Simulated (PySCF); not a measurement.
C8H11ClSi, SMILES C[Si](C)(Cl)c1ccccc1 at its GFN2-xTB optimised geometry (Å):

```
21

C     -0.7774    -0.7982     1.5669
Si    -0.1853     0.1112     0.0000
C     -0.7801     1.9186     0.0000
Cl     1.8604     0.1112     0.0000
C     -0.7605    -0.8171    -1.5503
C     -1.7505    -0.3085    -2.3868
C     -2.1681    -1.0041    -3.5071
C     -1.6028    -2.2300    -3.8133
C     -0.6173    -2.7532    -2.9932
C     -0.2036    -2.0523    -1.8757
H     -1.8613    -0.8304     1.6195
H     -0.4175    -1.8229     1.5855
H     -0.4157    -0.3078     2.4662
H     -0.4875     2.4347    -0.9099
H     -0.3544     2.4652     0.8365
H     -1.8604     1.9795     0.0857
H     -2.1993     0.6472    -2.1593
H     -2.9361    -0.5889    -4.1440
H     -1.9274    -2.7746    -4.6880
H     -0.1705    -3.7089    -3.2267
H      0.5712    -2.4652    -1.2456
```

Computed with CAM-B3LYP/def2-SVP (PySCF). Cells within 0.4 Å of a nucleus heavier than hydrogen are left out (blank, or x).

Map of the deformation density (molecule minus spherical neutral atoms) (e/bohr³) on the plane z = 0.0 Å:

```
|1111111111111111111111111111111|
|1111111111111111111111111111111|
|1111111111111111111111111111111|
|1111111111111111111111111111111|
|1111111111111111111111111111111|
|1111111111111111111111111111111|
|1111111111111221111111111111111|
|1111111113422321111111111111111|
|111111101897xx20011111111111111|
|111111102798xx20011111111111111|
|1111111113446852111111111111111|
|1111111111225763111112211111111|
|1111111111124552111122221111111|
|1111111111011221012223321111111|
|11111111110001xx12431xx10111111|
|11111111110001xx1243xxx10111111|
|1111111111000111013223311111111|
|1111111111111100011223321111111|
|1111111111111100001122211111111|
|1111111111111100011111111111111|
|1111111111111111111111111111111|
|1111111111111111111111111111111|
|1111111111111111111111111111111|
|1111111111111111111111111111111|
|1111111111111111111111111111111|
|1111111111111111111111111111111|
|1111111111111111111111111111111|
|1111111111111111111111111111111|
|1111111111111111111111111111111|
|1111111111111111111111111111111|
|1111111111111111111111111111111|
```
Scale: ten equal steps from -0.018 (start of '0') to 0.079 (end of '9'), in the order '0123456789'; x runs from -4.50 to 4.50, y from -4.50 (bottom) to 4.50 (top).
